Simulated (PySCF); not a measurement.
C₅H₉NO₂.
Numbering: `[CH3:1][NH:2][C:3](=[O:4])[CH:5]1[CH2:6][O:7][CH2:8]1`

Probes without a nucleus sit at each ring's centroid and 1 Å off its mean plane on both sides; NICS is minus the shielding there, NICSzz its component along the normal. Level: GIAO PBE0/pcSseg-1 (PySCF, non-relativistic, gas phase) on the GFN2-xTB geometry, one conformer.

Ring bond lengths (Å), with Mayer bond orders in brackets: C5–C6 1.538 (0.99), C6–O7 1.424 (0.94), O7–C8 1.432 (0.92), C8–C5 1.532 (1.03).

Give the NICS values of each ring in ppm.

```csv
ring,type,NICS(0),"NICS(1), two faces","NICS(1)zz, two faces",rms pucker (Å),"centre to ring atoms, mean (Å)"
C5–C6–O7–C8,4-membered ring with O; formal bonds all single,1.0,2.0 / 1.9,6.8 / 4.7,0.02,1.05
```

What do they say, and how far can they be read as aromaticity?

- C5–C6–O7–C8: mean NICS(1)zz 5.8 ppm, deshielded. C5, C6, C8 have four or more neighbours; no verdict on aromaticity is drawn.

What is the mean of the two in-plane components of NICS at the second NICS(1) probe listed for ring C5–C6–O7–C8, 1 Å off the ring?

The isotropic value is a third of the trace: (3 × 1.9 − (4.7))/2 = 0.5 ppm.

What are the shieldings of the ring atoms and their hydrogens in the same run (means over atoms taken as equivalent)?

| atoms | environment | σ isotropic (ppm) |
| --- | --- | --- |
| C5 | sp3 carbon next to a carbonyl | 145.7 |
| C6 (×2) | sp3 carbon bound to oxygen | 111.9 |
| O7 | cyclic ether oxygen | 332.8 |
| H on C5 | methine hydrogen | 28.24 |
| H on C6 (×2) | methylene hydrogen | 26.58 |
| H on C6 (×2) | methylene hydrogen | 26.86 |

Hardware: an Arm Neoverse V2 with one thread, shared host with 96 logical CPUs at a one-minute load of 46. Cost: 24 s of wall time, 0.82 GiB resident at most. This is the whole shielding run at PBE0/pcSseg-1, SCF included.

Conformer computed: `[CH3:1][NH:2][C:3](=[O:4])[CH:5]1[CH2:6][O:7][CH2:8]1`: C1–N2–C3–O4 0°, N2–C3–C5–C6 -68°.
